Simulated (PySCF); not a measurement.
Work out the structure from these simulated measurements.

Formula: CH6BNO2.

| Item | Value |
| --- | --- |
| Triplet | lowest triplet excitation (Tamm–Dancoff): 5.38 eV [TDA PBE0/def2-SVPD] |
| 13C NMR | chemical shifts (computed TMS as zero) by class: 33.0 (1 C) ppm [GIAO CAM-B3LYP/pcSseg-2] |
| Polarisability | 44.2 au [PBE0/def2-SVPD] |
| Couplings | largest of the computed one-bond spin–spin couplings (means over like bonds): 13C–1H +124.1 (×2), 17O–1H -82.3 (×2), 13C–11B +72.6, 15N–1H -61.3 (×2), 17O–11B -7.1 (×2), 15N–13C -4.2 Hz [B3LYP/pcJ-1, spin–dipole term left out for some pairs] |
| XPS | B1s 197.2, C1s 291.0, N1s 404.8, O1s 539.2 (×2) eV [ΔSCF SCAN, pcX-2 on the ionised atom, pcseg-1 elsewhere, spin-free X2C] |
| Valence photoelectron | vertical ionisation energy: 9.02 eV [ΔSCF PBE0/def2-SVPD] |
| Rotational structure | rotational constants A, B, C: 8.955, 3.537, 2.609 GHz [PBE0-D3(BJ)/def2-SVP] |
| NMR, other nuclei | isotropic shieldings of nuclei other than C and H, by class: 65 (1 B), 240 (1 N), 216 (2 O) ppm [GIAO CAM-B3LYP/pcSseg-2] |
| UV, first state | lowest singlet excitation: 5.48 eV (226 nm, f = 0.001) [TDDFT PBE0/def2-SVPD] |
| Dipole | 1.81 D [PBE0/def2-SVPD] |

The electronic properties come from PySCF, for the isolated species, density fitting. Levels stand in brackets. Isolated species at its PBE0-D3(BJ)/def2-SVP geometry (one conformer only). Each NMR value is the plain mean over a class of atoms that symmetry, rotation or inversion makes alike.

Task: Propose a structure and show how it fits.

Result: Numbering: `[NH2:1][CH2:2][B:3]([OH:4])[OH:5]`. The one carbon: sp3 carbon bound to nitrogen [C2] (33.0 ppm). The other shieldings belong to: 65 ppm, three-coordinate boron [B3]; 240 ppm, primary amine nitrogen [N1]; 216 ppm, boron-bound oxygen [O4/O5]. The couplings run between: +124.1 Hz, sp3 carbon bound to nitrogen [C2] and its hydrogen (with 1 like pair); -82.3 Hz, boron-bound oxygen [O4] and its hydrogen (with 1 like pair); +72.6 Hz, sp3 carbon bound to nitrogen [C2] and three-coordinate boron [B3]; -61.3 Hz, primary amine nitrogen [N1] and its hydrogen (with 1 like pair); -7.1 Hz, boron-bound oxygen [O4] and three-coordinate boron [B3] (with 1 like pair); -4.2 Hz, primary amine nitrogen [N1] and sp3 carbon bound to nitrogen [C2]. The core levels belong to: B1s 197.2 eV, three-coordinate boron [B3]; C1s 291.0 eV, sp3 carbon bound to nitrogen [C2]; N1s 404.8 eV, primary amine nitrogen [N1]; O1s 539.2 eV, boron-bound oxygen [O4/O5]. One atom of each topological class was ionised and stands for its class. The first electron is taken from the HOMO, whose largest Löwdin shares are 0.60 on the primary amine nitrogen, 0.15 on the sp3 carbon bound to nitrogen and 0.07 on the three-coordinate boron. The optimised geometry has point group Cs and is an asymmetric top. Structure: `NCB(O)O`. The assignments are read from this structure; whether some other isomer fits the data as well wasn't checked.

Conformer computed: `[NH2:1][CH2:2][B:3]([OH:4])[OH:5]`: N1–C2–B3–O4 1°, H–N1–C2–B3 -58°, H–N1–C2–B3 54°, H–O4–B3–C2 180°, H–O5–B3–C2 0°.
